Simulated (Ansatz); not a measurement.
Gas-phase electronic energies from Ansatz, PBE0-D4/def2-TZVP geometries. CCSD(T)/CBS adds triple-zeta CCSD(T) − MP2 to the extrapolated MP2 energy (def2 sets, frozen cores). This one scheme is used for every species. Each species was taken in one conformer, which may not be the lowest.

`O[SiH](O)[SiH3]` + PH₃ → `O[SiH]([SiH3])P` + H₂O  (ligand exchange at the Si–O bond)

| species | HF/def2-QZVPP energy (Eh) |
| --- | --- |
| `O[SiH](O)[SiH3]` | -731.30066 |
| PH₃ | -342.49389 |
| `O[SiH]([SiH3])P` | -997.68742 |
| H₂O | -76.06663 |

**Question.** Work out ΔE.

**Answer.** ΔE = (-997.68742) + (-76.06663) − (-731.30066) − (-342.49389) = 0.04050 Eh = +25.4 kcal/mol. CCSD(T)/CBS gives +18.9 kcal/mol.

Largest T1 diagnostic among the species: 0.014.

The D4 term adds −1.9 kcal/mol with B3LYP and −1.1 kcal/mol with PBE0; it sums over pairs of atoms, weighted by their polarisabilities, and B3LYP, whose exchange is more repulsive, gets the larger term. In def2-TZVPP, CCSD(T) changes the Hartree–Fock value by −5.1 kcal/mol (the triples alone add −0.9 kcal/mol) and MP2 by −5.3 kcal/mol.

B3LYP here is the variant with VWN-RPA as its local correlation; programs differ in this.
